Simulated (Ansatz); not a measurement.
## Abstraction of Cl: how K changes with temperature for C3H7Cl + SbH2 ⇌ C3H7 + SbH2Cl

Species: C3H7Cl (2-chloropropane) `CC(C)Cl`, singlet; SbH2 `[SbH2]`, doublet; C3H7 `C[CH]C`, doublet; SbH2Cl `[Cl][SbH2]`, singlet. A radical takes Cl: the energy is the difference in strength between the C–Cl bond broken and the Sb–Cl bond made.

The electronic reaction energy at CCSD(T)/def2-TZVPP is +53.2 kJ/mol. Shapes: PBE0-D4/def2-TZVP. Programs: Ansatz 0.2.0. Enthalpy and entropy come from rigid-rotor, harmonic-oscillator sums on unscaled PBE0-D4/def2-TZVP wavenumbers, ideal gases at 1 bar. Symmetry numbers: C3H7Cl 1, SbH2 2, C3H7 1, SbH2Cl 1. R = 8.3145 J/(mol K).

| T (K) | ΔH (kJ/mol) | ΔS (J/(mol K)) |
| --- | --- | --- |
| 700 | +48.5 | +39.7 |
| 1000 | +49.4 | +40.7 |
| 1300 | ? | ? |

**Question.** Work out ln K at 700 and 1000 K, and from these estimate it at 1300 K.

**Answer.** 
1. 700 K: ΔG = +48.5 − 700 × (+39.7)/1000 = +20.7 kJ/mol; ln K = −ΔG/RT = -3.56.
2. 1000 K: ΔG = +49.4 − 1000 × (+40.7)/1000 = +8.7 kJ/mol; ln K = −ΔG/RT = -1.05.
3. Slope against 1000/T: (-1.05 − (-3.56))/(1.0000 − 1.4286) = -5.86, that is −ΔH/R with ΔH near +49 kJ/mol.
4. 1300 K: ln K = -3.56 + (-5.86) × (0.7692 − 1.4286) = +0.30.

The full sums give ΔH = +50.0 kJ/mol, ΔS = +41.3 J/(mol K), ΔG = -3.7 kJ/mol and ln K = +0.34 at 1300 K, so the line is off by -0.04 in ln K; without rounding the miss is -0.02, from the change of ΔH with temperature. The products are favoured at 1 bar above about 1210 K, give or take 245 K for 10 kJ/mol in the energy. An error of 10 kJ/mol in the energy moves ln K by 0.9 at 1300 K. Soft modes are treated as harmonic, which can err either way at these temperatures; the lowest are those of C3H7Cl (240 cm⁻¹), C3H7 (110 cm⁻¹). Open shells run unrestricted. For atoms past krypton def2 sets carry core potentials with scalar relativity. Outer-core shells of Sb are correlated, in sets that cover them unevenly.
